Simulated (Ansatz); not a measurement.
`CC(C)(C)[O][Cu]` and `CC(C)(C)[CH2][AlH][Cl]` differ in one atom or group.

Ansatz, PBE0-D4/def2-TZVP geometries, multiplicity 1. Each molecule was computed in one conformer, which needn't be the lowest.

Scalar relativity is left out up to krypton.

| property | `CC(C)(C)[O][Cu]` |
| --- | --- |
| HOMO energy (PBE/def2-TZVPP) / eV | -4.89 |
| LUMO energy (B3LYP/def2-TZVPP) / eV | -2.89 |
| HOMO–LUMO gap (ωB97M-V/def2-TZVPP) / eV | 7.68 |
| HOMO–LUMO gap (PBE0/def2-TZVPP) / eV | 3.76 |
| HOMO energy (B3LYP/def2-TZVPP) / eV | -6.12 |
| LUMO energy (ωB97M-V/def2-TZVPP) / eV | -0.94 |

Question: What does the change do to each property? (Best estimate.)

Answer: The calculation gave: 
| property | `CC(C)(C)[CH2][AlH][Cl]` | shift |
| --- | --- | --- |
| HOMO energy (PBE/def2-TZVPP) / eV | -6.44 | -1.55 |
| LUMO energy (B3LYP/def2-TZVPP) / eV | -1.20 | 1.69 |
| HOMO–LUMO gap (ωB97M-V/def2-TZVPP) / eV | 10.49 | 2.81 |
| HOMO–LUMO gap (PBE0/def2-TZVPP) / eV | 6.66 | 2.90 |
| HOMO energy (B3LYP/def2-TZVPP) / eV | -7.48 | -1.36 |
| LUMO energy (ωB97M-V/def2-TZVPP) / eV | 0.63 | 1.57 |

With PBE0 the HOMO falls by 1.41 eV and the LUMO rises by 1.48 eV, so the gap widens by about 2.89 eV. PBE moves the HOMO by -1.55 eV and ωB97M-V by -1.24 eV.

B3LYP here is the variant with VWN-RPA as its local correlation; programs differ in this.
